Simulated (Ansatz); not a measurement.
Cost and result for the atomization energy of CH$_{6}$ClNOSi (`N[SiH2]C(O)Cl`) (11 atoms, 10 bonds).

```xyz
11

N    -0.532   -0.993    1.037
Si    0.110    0.582    0.745
C     0.387    0.543   -1.132
O    -0.695    0.008   -1.783
Cl    1.889   -0.518   -1.338
H     0.092   -1.786    1.025
H    -1.249   -1.112    1.734
H    -0.968    1.544    1.095
H     1.369    0.937    1.445
H     0.660    1.477   -1.619
H    -1.061   -0.682   -1.209
```

The species carries charge 0 and has multiplicity 1. The structure was optimised at the PBE0-D4/def2-TZVP level. It is one conformer, not always the lowest. Program: Ansatz. All runs use 4 threads of an Arm Neoverse V2 on a shared host. Times are those of one run each, without the atoms' runs, and a repeat can differ threefold. Electronic energies, without spin–orbit coupling; frozen cores. CCSD(T)/CBS adds CCSD(T) − MP2 in def2-TZVPP to the MP2 limit, and its time is that of the two runs behind it. T1 = 0.012. HSE06 is the plane-wave form, built on full-range PBE exchange.

CCSD(T)/CBS is a level of theory with its own doubt, some kJ/mol a heavy atom from the limit and from the frozen cores, so smaller differences don't rank the functionals.

| level | functions | wall time | atomization (kcal/mol) | difference from CCSD(T)/CBS | per bond |
| --- | --- | --- | --- | --- | --- |
| LDA (SPW92)/def2-TZVPP | 261 | 1.4 s | 1042.1 | 140.7 | 14.1 |
| revPBE-D4/def2-TZVPP | 261 | 2.4 s | 895.1 | -6.3 | -0.6 |
| PBE-D4/def2-TZVPP (with forces) | 261 | 2.9 s | 918.5 | 17.1 | 1.7 |
| PBE0-D4/def2-TZVPP | 261 | 3.7 s | 898.2 | -3.2 | -0.3 |
| BHLYP-D4/def2-TZVPP | 261 | 3.8 s | 868.4 | -33.0 | -3.3 |
| HSE06-D4/def2-TZVPP | 261 | 4 s | 898.9 | -2.5 | -0.2 |
| CCSD(T)/def2-SVP | 108 | 6 s | 831.6 | -69.8 | -7.0 |
| r2SCANh-D4/def2-TZVPP | 261 | 6.5 s | 893.1 | -8.3 | -0.8 |
| ωB97X-V/def2-TZVPP | 261 | 9 s | 904.5 | 3.1 | 0.3 |
| B97M-V/def2-TZVPP | 261 | 11 s | 900.0 | -1.4 | -0.1 |
| MP2/def2-QZVPP | 491 | 26 s | 904.7 | 3.3 | 0.3 |
| CCSD(T)/def2-TZVPP | 261 | 3.2 min | 872.3 | -29.1 | -2.9 |
| CCSD(T)/CBS(def2) | – | 3.7 min | 901.4 | 0.0 | 0.0 |

From BLYP to BHLYP (50 % exact exchange), in def2-TZVPP and without D4, the atomization energy moves by −26.2 kcal/mol: exact exchange takes away binding that semilocal exchange gives to molecules. At CCSD(T), def2-SVP lies −69.9 kcal/mol from the extrapolated value and def2-TZVPP −29.2 kcal/mol: correlation converges slowly with the basis, and small sets miss more of it in the bonded molecule than in its fragments. The D4 term adds +9.9 kcal/mol with B3LYP and +5.2 kcal/mol with PBE0; it sums over pairs of atoms, weighted by their polarisabilities, and B3LYP, whose exchange is more repulsive, gets the larger term.

B3LYP here is the variant with VWN-RPA as its local correlation; programs differ in this.
